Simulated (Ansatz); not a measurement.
Cartesian coordinates in Å:
```
C 0.0832 0.8241 1.9814
O -0.5155 0.0901 0.9363
Si 0.0970 -1.3123 0.3466
S -0.7387 -1.6322 -1.5744
Si -0.3125 0.3247 -2.3358
H -0.1321 0.3704 2.9543
H -0.3309 1.8333 1.9692
H 1.1703 0.8906 1.8576
H -0.2749 -2.4897 1.1717
H 1.5786 -1.1856 0.2882
H -0.2527 0.1972 -3.8128
H 0.9980 0.7943 -1.8162
H -1.3697 1.2950 -1.9661
```

The species carries charge 0 and has multiplicity 1.

(1) List the PBE0/def2-TZVPP orbital energies in eV (the Gaussian-basis code of Ansatz). (Best estimate.)

Results:

(1) Computed: Occupied: -2422.14, -1803.54, -1803.11, -522.95, -279.68, -217.53, -161.33, -161.28, -161.19, -145.74, -145.40, -100.43, -100.41, -100.37, -100.09, -100.04, -100.03, -28.73, -20.50, -19.43, -15.40, -14.72, -13.08, -13.01, -12.71, -10.76, -10.43, -10.04, -9.47, -9.22, -8.90, -8.42, -7.53. Lowest empty: -0.01, 0.32, 0.58, 1.11, 1.35, 1.68, 1.98, 2.22.
